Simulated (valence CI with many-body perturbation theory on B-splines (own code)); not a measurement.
# E1 transitions of Lu⁴⁰⁺

Calculated by configuration interaction combined with many-body perturbation theory (CI+MBPT): three valence electrons over a frozen Dirac-Fock core [Ar] 3d10, a basis of 11 s, 11 p, 9 d, 7 f, 5 g, 2 h, 1 i functions for each j, with the one-electron correlation potential Σ1, the two-electron term Σ2, the three-electron term Σ3, Breit, model QED; selected CI, second order for the rest (own B-spline code, finite nucleus).

No measured spectrum was set against this ion. As an estimate, large intervals hold to a few tenths of a per cent, small ones and those within an open d or f shell to about a per cent.

Lines 1 to 50 of 278 in falling wavelength, among levels below 516.97 eV, chosen from the strongest by gf and those to the six lowest levels. Wavelengths and rates use the calculated energies. Electric multipoles are in the length gauge, E1 and E2 with the static RPA response of the core. Weak lines are less certain than strong ones. Lines between different terms over intervals too small for the method are left out, as are lines whose strength nearly cancels. The highest levels of a list are the least certain.

Levels are named by their leading jj configuration (3d3/2^4 stands for four electrons in 3d with j = 3/2), which in mixed levels can hold well under half, so a name can repeat and another be missing. Letters in brackets count levels of one name in rising energy.

```csv
λ vac (Å),Upper,Lower,A (s⁻¹),S (a.u.) with core polarisation,S without
1180,(4s 4p1/2^2) J=1/2,(4s^2 4p3/2) J=3/2,6.12e+05,9.91e-04,1.05e-03
170.2,(4s 4p1/2 4f5/2) J=7/2,(4s 4p3/2 4d3/2) J=5/2 [b],2.79e+09,5.44e-02,5.80e-02
167.9,(4p1/2 4p3/2 4d5/2) J=9/2,(4s 4p3/2 4d5/2) J=7/2 [b],4.41e+09,1.03e-01,1.10e-01
161.7,(4s 4p1/2 4d3/2) J=5/2,(4s^2 4d3/2) J=3/2,8.67e+09,1.09e-01,1.16e-01
161.6,(4s 4p1/2 4d5/2) J=7/2,(4s^2 4d5/2) J=5/2,5.82e+09,9.71e-02,1.04e-01
161.0,(4p1/2 4p3/2 4d5/2) J=7/2 [a],(4s 4p3/2 4d3/2) J=5/2 [b],4.34e+09,7.15e-02,7.64e-02
160.8,(4s 4p1/2 4p3/2) J=3/2 [a],(4s^2 4p3/2) J=3/2,1.88e+09,1.55e-02,1.65e-02
155.6,(4p1/2 4p3/2 4d3/2) J=7/2,(4s^2 4f5/2) J=5/2,7.45e+09,1.11e-01,1.18e-01
147.6,(4p1/2 4p3/2 4d5/2) J=7/2 [c],(4s 4p3/2 4d5/2) J=5/2 [b],1.15e+10,1.46e-01,1.56e-01
146.1,(4s 4p1/2 4p3/2) J=5/2,(4s^2 4p3/2) J=3/2,1.17e+10,1.08e-01,1.16e-01
145.2,(4p1/2 4p3/2 4d3/2) J=7/2,(4s 4p3/2 4d3/2) J=7/2,6.98e+09,8.44e-02,9.01e-02
144.1,(4p1/2 4p3/2 4d3/2) J=5/2,(4s 4p3/2 4d3/2) J=5/2 [a],8.33e+09,7.38e-02,7.88e-02
143.9,(4p1/2^2 4d3/2) J=3/2,(4s 4p1/2 4d3/2) J=3/2 [b],1.26e+10,7.41e-02,7.91e-02
143.8,(4p1/2 4p3/2^2) J=5/2,(4s 4p3/2^2) J=3/2,1.04e+10,9.12e-02,9.73e-02
142.8,(4p1/2^2 4d3/2) J=3/2,(4s 4p1/2 4d3/2) J=1/2,1.11e+10,6.38e-02,6.80e-02
142.3,(4p1/2 4p3/2 4d5/2) J=9/2,(4s 4p3/2 4d5/2) J=7/2 [a],8.40e+09,1.20e-01,1.28e-01
142.2,(4p1/2^2 4p3/2) J=3/2,(4s 4p1/2 4p3/2) J=1/2,1.02e+10,5.78e-02,6.17e-02
142.0,(4p1/2 4p3/2 4d5/2) J=3/2 [b],(4s 4p3/2 4d5/2) J=3/2 [b],1.31e+10,7.43e-02,7.93e-02
142.0,(4p1/2 4p3/2 4d3/2) J=7/2,(4s 4p3/2 4d3/2) J=5/2 [a],4.45e+09,5.03e-02,5.36e-02
141.9,(4s 4p1/2 4f7/2) J=9/2,(4s^2 4f7/2) J=7/2,1.16e+10,1.64e-01,1.75e-01
140.8,(4p1/2 4p3/2 4d5/2) J=1/2,(4s 4p3/2 4d5/2) J=3/2 [b],2.25e+10,6.20e-02,6.62e-02
139.0,(4s 4p1/2^2) J=1/2,(4s^2 4p1/2) J=1/2,2.44e+10,6.47e-02,6.90e-02
138.8,(4p1/2 4p3/2 4d5/2) J=7/2 [c],(4s 4p3/2 4d5/2) J=7/2 [b],7.40e+09,7.82e-02,8.34e-02
138.5,(4s 4p1/2 4f7/2) J=5/2,(4s^2 4f7/2) J=7/2,1.05e+10,8.26e-02,8.80e-02
138.1,(4s 4p1/2 4d3/2) J=3/2 [b],(4s^2 4d3/2) J=3/2,1.01e+10,5.23e-02,5.58e-02
138.0,(4p1/2^2 4p3/2) J=3/2,(4s 4p1/2 4p3/2) J=3/2 [b],1.42e+10,7.36e-02,7.85e-02
137.7,(4p1/2 4p3/2 4d3/2) J=3/2 [a],(4s 4p3/2 4d3/2) J=3/2 [a],1.33e+10,6.84e-02,7.31e-02
137.6,(4s 4p1/2 4f7/2) J=7/2,(4s 4p3/2 4d5/2) J=9/2,6.42e+09,6.61e-02,7.05e-02
136.6,(4p1/2 4p3/2 4d5/2) J=3/2 [b],(4s 4p3/2 4d5/2) J=1/2,1.48e+10,7.46e-02,7.96e-02
136.6,(4p1/2 4p3/2 4d3/2) J=1/2 [a],(4s 4p3/2 4d3/2) J=1/2 [a],2.05e+10,5.14e-02,5.49e-02
136.2,(4p1/2 4p3/2 4d5/2) J=7/2 [a],(4s^2 4f7/2) J=7/2,8.24e+09,8.23e-02,8.78e-02
135.1,(4s 4p1/2 4f5/2) J=5/2 [b],(4s^2 4f5/2) J=5/2,1.35e+10,9.82e-02,1.05e-01
133.9,(4p1/2 4p3/2^2) J=1/2,(4s 4p3/2^2) J=1/2,3.46e+10,8.19e-02,8.75e-02
133.2,(4p1/2 4p3/2 4d5/2) J=5/2 [c],(4s 4p3/2 4d5/2) J=7/2 [b],1.49e+10,1.04e-01,1.11e-01
132.8,(4s 4p1/2 4d5/2) J=7/2,(4s 4p3/2^2) J=5/2,7.01e+09,6.49e-02,6.92e-02
131.4,(4p1/2 4p3/2 4d5/2) J=5/2 [a],(4s^2 4f7/2) J=7/2,6.42e+09,4.32e-02,4.60e-02
130.8,(4s 4p1/2 4d5/2) J=3/2,(4s 4p3/2^2) J=5/2,2.44e+10,1.08e-01,1.15e-01
130.2,(4p1/2 4p3/2 4d5/2) J=3/2 [a],(4s 4p3/2 4d5/2) J=5/2 [a],2.88e+10,1.26e-01,1.34e-01
130.2,(4p1/2^2 4d5/2) J=5/2,(4s 4p1/2 4d5/2) J=5/2 [b],2.25e+10,1.47e-01,1.57e-01
130.0,(4p1/2 4p3/2^2) J=5/2,(4s^2 4d5/2) J=5/2,1.35e+10,8.78e-02,9.37e-02
129.9,(4p1/2 4p3/2 4d5/2) J=5/2 [b],(4s 4p3/2 4d5/2) J=3/2 [a],1.02e+10,6.63e-02,7.07e-02
129.8,(4s 4p1/2 4f5/2) J=3/2,(4s^2 4f5/2) J=5/2,1.13e+10,4.89e-02,5.21e-02
129.1,(4s 4p1/2 4p3/2) J=3/2 [b],(4s^2 4p3/2) J=3/2,1.56e+10,6.60e-02,7.04e-02
128.9,(4s 4p1/2 4f7/2) J=9/2,(4s 4p3/2 4d5/2) J=9/2,4.57e+09,4.83e-02,5.15e-02
128.4,(4p1/2 4p3/2 4d5/2) J=5/2 [b],(4s 4p3/2 4d5/2) J=5/2 [a],1.71e+10,1.07e-01,1.14e-01
128.3,(4s 4p1/2 4d5/2) J=5/2 [b],(4s 4p3/2^2) J=5/2,1.67e+10,1.04e-01,1.11e-01
127.7,(4p1/2^2 4d5/2) J=5/2,(4s 4p1/2 4d5/2) J=3/2,1.40e+10,8.64e-02,9.22e-02
127.1,(4s 4p1/2 4f5/2) J=5/2 [b],(4s 4p3/2 4d3/2) J=7/2,1.07e+10,6.50e-02,6.93e-02
126.8,(4p1/2 4p3/2^2) J=3/2,(4s^2 4d5/2) J=5/2,2.32e+10,9.34e-02,9.96e-02
125.8,(4p1/2^2 4d5/2) J=5/2,(4s 4p1/2 4d5/2) J=7/2,4.71e+10,2.78e-01,2.96e-01
```
